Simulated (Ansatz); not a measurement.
Basis-set series for CH2AlClO, SMILES `[Cl][Al]1[CH2][O]1`. Charge 0, multiplicity 1. The structure was optimised at the PBE0-D4/def2-TZVP level.

Z-matrix (Å, degrees):
```
C
Al 1 1.870
O 1 1.500 2 59.1
H 1 1.090 2 123.5 3 -98.0
H 1 1.090 2 123.5 3 98.0
Cl 2 2.065 1 170.3 3 180.0
```

| functional | basis | functions | energy (Eh) | HOMO (eV) | LUMO (eV) |
| --- | --- | --- | --- | --- | --- |
| PBE0-D4 | def2-SVP | 74 | -816.49570 | -6.76 | -1.44 |
| PBE0-D4 | def2-QZVPP | 314 | -816.90883 | -6.88 | -1.62 |
| ωB97M-V | def2-SVP | 74 | -816.81124 | -8.98 | 0.38 |
| ωB97M-V | def2-QZVPP | 314 | -817.22449 | -9.12 | 0.02 |

**Question.** Give the rows for def2-TZVPP. (Best estimate.)

**Answer.** The calculation gave: 
```tsv
functional	basis	functions	energy (Eh)	HOMO (eV)	LUMO (eV)
PBE0-D4	def2-TZVPP	174	-816.88112	-6.85	-1.55
ωB97M-V	def2-TZVPP	174	-817.19797	-9.09	0.21
```

Positive LUMOs are unbound and depend on the basis.

All numbers were calculated with Ansatz.
